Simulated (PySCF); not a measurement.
# Vibration and rotation of Ta₂

RHF-CCSD(T) constants of Ta₂, singlet, one real π or δ orbital doubly filled (Ta def2-TZVPP with ECP60; scalar-relativistic core potentials (PySCF 2.14); masses 180.9480 and 180.9480 u):

```
ωe                                : 310.2 cm⁻¹
ωexe                              : 0.31 cm⁻¹
Be                                : 0.039588 cm⁻¹
αe                                : 6.28e-05 cm⁻¹
De to Ta (5d3 6s2) + Ta (5d3 6s2) : 3.44 eV
```

Problem. What force constant and bond length do these constants imply?

Solution. Reduced mass μred = 90.474 u; k = 5.8918×10⁻⁷·μred·ωe² (u, cm⁻¹, mdyn/Å) = 5.13 mdyn/Å; Re = √(16.8576/(μred·Be)) (u, cm⁻¹, Å) = 2.169 Å.

Problem. Estimate the centrifugal constant D from the Kratzer relation and find the Dunham coefficient a1.

Solution. D = 4Be³/ωe² = 2.58e-09 cm⁻¹; a1 = −1 − αeωe/(6Be²) = -3.07.

Correlated steps freeze no core orbitals. These are scalar-relativistic numbers at best; spin–orbit coupling would shift them, the dissociation energy most. Where the molecule has an RHF reference, its open-shell atoms are computed with UHF. The CCSD T1 diagnostic is raised, a sign that a single reference may not be enough here. The restricted Hartree–Fock solution is unstable towards spin polarisation at this distance.
